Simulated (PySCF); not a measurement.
One molecule, one basis, several functionals.

Compound: C4H7ClSi.
SMILES: `C#CC[C@@H]([SiH3])Cl`

Torsions of this conformer, `[CH:1]#[C:2][CH2:3][C@@H:4]([SiH3:5])[Cl:6]`: C2–C3–C4–Si5 65°.

PySCF, pcSseg-1 basis, density fitting, gas phase, PBE0-D3(BJ)/def2-SVP geometry. One functional is left out:

| functional | exact exchange (%) | HOMO energy (eV) | LUMO energy (eV) | dipole moment (D) |
| --- | --- | --- | --- | --- |
| B97-D | 0 | -6.74 | -1.05 | 1.451 |
| BLYP | 0 | -6.60 | -0.99 | 1.388 |
| BP86 | 0 | -6.88 | -1.26 | 1.425 |
| LDA | 0 | -6.90 | -1.39 | 1.403 |
| OPBE | 0 | -6.74 | -1.05 | 1.406 |
| PBE | 0 | -6.76 | -1.16 | 1.392 |
| B3LYP | 20 | -7.77 | -0.37 | 1.506 |
| B97-2 | 21 | -7.77 | -0.21 | 1.542 |
| mPW1PW91 | 25 | -8.05 | -0.18 | 1.550 |
| BHandHLYP | 50 | -9.12 | 0.91 | 1.659 |

**Question.** Predict the row of PBE0 (25 % exact exchange) by straight lines through the other rows, and check it.

**Answer.** 
```tsv
property	line	computed	computed − line	mPW1PW91 (25 %), for comparison
HOMO energy (eV)	-7.97	-8.02	-0.05	-8.05
LUMO energy (eV)	-0.13	-0.18	-0.05	-0.18
dipole moment (D)	1.541	1.535	-0.006	1.550
```

**Question.** Which of these properties follows the share of exact exchange most closely, and which least?

**Answer.** Most closely the HOMO energy, least the dipole moment; the correlations over the tabulated rows are HOMO energy -0.994, LUMO energy 0.986, dipole moment 0.975. The HOMO energy moves by -0.478 eV for every 10 %. Functionals with the same share still differ in their other parts: at 0 % BLYP and LDA differ by 0.30 eV in it.
